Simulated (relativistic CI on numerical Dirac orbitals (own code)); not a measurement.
**Mn4+: 3d valence photoemission**

Computed with this model: Dirac-Coulomb-Breit CI, orbitals from a KLI potential per configuration, a model potential for QED, valence Slater integrals scaled by 0.7, multiplet model of photoemission in the sudden approximation; configurations [Ar] 3d3 → [Ar] 3d2; 80 K; Lorentzian 0.3 eV and Gaussian 0.5 eV FWHM. Energies are those of the free ion, without screening or charge transfer. The energies are binding energies and can lie tens of eV above those of solids. S is read from ⟨S²⟩ = S(S + 1).

Field parameters in Wybourne normalisation: Oh B⁴₀ = 21Dq, B⁴₄ = √(5/14) B⁴₀. The field is a parameter set, without covalency.

free ion: ground-state S = 1.50, centroid 71.36 eV. Peaks (eV, height): 71.0 (100), 72.9 (26).

Oh, 10Dq = 5000 cm⁻¹: ground-state S = 1.50, centroid 71.59 eV. Peaks (eV, height): 71.3 (100), 73.6 (15).

Oh, 10Dq = 13800 cm⁻¹: ground-state S = 1.50, centroid 72.02 eV. Peaks (eV, height): 71.8 (100), 75.0 (7).

Oh, 10Dq = 22600 cm⁻¹: ground-state S = 1.50, centroid 72.46 eV. Peaks (eV, height): 72.3 (100).

Oh, 10Dq = 31400 cm⁻¹: ground-state S = 1.50, centroid 72.90 eV. Peaks (eV, height): 72.8 (100).

Oh, 10Dq = 40200 cm⁻¹: ground-state S = 1.50, centroid 73.33 eV. Peaks (eV, height): 73.2 (100).

Strongest unbroadened transitions for Oh, 10Dq = 31400 cm⁻¹:

```tsv
Energy (eV)	Relative strength
72.75	100.0
72.83	58.9
72.86	19.5
74.54	0.0
76.44	0.0
77.97	0.4
77.99	1.3
78.02	1.2
78.03	0.8
78.39	0.0
```
